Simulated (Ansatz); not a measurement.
A nudged elastic band was laid between two geometries of Cl4Sn + FH (7 atoms, charge 0, multiplicity 1).

Computed with RKS PBE0-D4/def2-SVP in Ansatz 0.2.0.

```json
{
 "movable images": "7",
 "climbing image": "yes",
 "spring": "5.0 eV/Å²",
 "optimiser": "quadratic models (default)",
 "start path": "through a guess of the saddle point",
 "force threshold": "0.05 eV/Å",
 "iteration limit": "60",
 "end points": "relaxed"
}
```

Image 0:

```xyz
7
Properties=species:S:1:pos:R:3
Sn 0.077 0.000 -0.028
Cl 0.214 0.000 2.320
Cl 2.303 0.000 -0.692
Cl -0.836 1.950 -0.870
Cl -0.836 -1.950 -0.869
F -2.432 0.001 1.094
H -2.063 -0.001 1.949
```

Image 8:

```xyz
7
Properties=species:S:1:pos:R:3
Sn -0.489 0.000 -0.656
Cl -0.133 0.000 3.617
Cl 1.679 0.000 0.111
Cl -0.979 1.910 -1.848
Cl -0.979 -1.910 -1.848
F -1.674 0.000 0.874
H -0.997 0.000 2.655
```

Problem. What changes between the two ends?

Solution. Bonds broken: Sn1–Cl2, F6–H7. Bonds formed: Sn1–F6, Cl2–H7. Cl4Sn + FH becomes Cl3FSn + ClH.

Problem. Give the energies along the band, and the barrier.

Solution. The forces met the threshold. The highest image is number 4 of 0 to 8, 0.81 eV above the first end and 0.29 eV above the last; the last end lies 0.51 eV above the first. A vibrational analysis at the climbing image gives one clearly imaginary mode, 201i cm⁻¹, and a faint second one (31i cm⁻¹) that may be numerical noise or a soft torsion: probably a first-order saddle point. The orbitals stay closed-shell, which can raise the energy where a bond breaks towards radicals; this wasn't checked here.

```tsv
image	path coordinate (Å)	energy (eV)	Sn1–Cl2 (Å)	F6–H7 (Å)	Sn1–F6 (Å)
0	0.00	0.00	2.35	0.93	2.75
1	0.35	0.04	2.38	0.94	2.54
2	0.70	0.20	2.44	0.97	2.36
3	1.06	0.58	2.59	1.08	2.18
4	1.41	0.81	2.78	1.41	2.03
5	1.84	0.74	3.12	1.67	1.97
6	2.28	0.64	3.52	1.76	1.95
7	2.71	0.54	3.90	1.82	1.94
8	3.15	0.51	4.29	1.90	1.94
```

Problem. What is the geometry of the highest image?

Solution. 
```xyz
7
Properties=species:S:1:pos:R:3:forces:R:3
Sn -0.373 0.000 -0.161 0.00 0.00 -0.01
Cl 0.042 0.000 2.583 0.01 0.00 0.01
Cl 1.956 0.000 -0.259 -0.01 0.00 0.00
Cl -0.937 1.987 -1.207 0.00 0.00 0.00
Cl -0.937 -1.987 -1.207 0.00 0.00 0.00
F -2.048 0.000 0.989 0.00 0.00 -0.01
H -1.277 0.000 2.167 0.01 0.00 0.00
```

Run time: 3.5 min on 4 threads of Arm Neoverse V1 (shared host), peak memory 0.37 GiB.
